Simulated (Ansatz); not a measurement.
Computed with Ansatz on PBE0-D4/def2-TZVP structures; ΔE is electronic, products minus reactants. CCSD(T)/CBS adds triple-zeta CCSD(T) − MP2 to the extrapolated MP2 energy (def2 sets, frozen cores). This one scheme is used for every species. DFT in def2-TZVPP. One conformer a species, not always the lowest.

Consider the hydrogenolysis of the Si–O bond: `CO[Si]C` + H₂ → `C[SiH]` + CH₃OH.

CCSD(T)/CBS gives +127.0 kJ/mol.

Another level gave +124.4 kJ/mol. Which?
A. PBE-D4/def2-TZVPP
B. LC-ωPBE/def2-TZVPP
C. r2SCAN-D4/def2-TZVPP
D. CCSD(T)/def2-TZVPP

D. CCSD(T)/def2-TZVPP 124.4, r2SCAN-D4 134.6, LC-ωPBE 119.0, PBE-D4 129.0 kJ/mol.

What do rigid-rotor, harmonic-oscillator terms from PBE0-D4/def2-TZVP frequencies (298.15 K, 1 bar) make of the CCSD(T)/CBS value? (An estimate is asked.)

Ansatz gave: ΔZPE = +13.3 kJ/mol, ΔH = +136.6 kJ/mol, ΔS = 40 J/(mol·K), ΔG = +124.8 kJ/mol.

Largest T1 diagnostic among the species: 0.014.

From BLYP to BHLYP (50 % exact exchange), in def2-TZVPP and without D4, ΔE moves by −6.8 kJ/mol. The D4 term adds +10.6 kJ/mol with B3LYP and +5.8 kJ/mol with PBE0; it sums over pairs of atoms, weighted by their polarisabilities, and B3LYP, whose exchange is more repulsive, gets the larger term.

B3LYP here is the variant with VWN-RPA as its local correlation; programs differ in this.
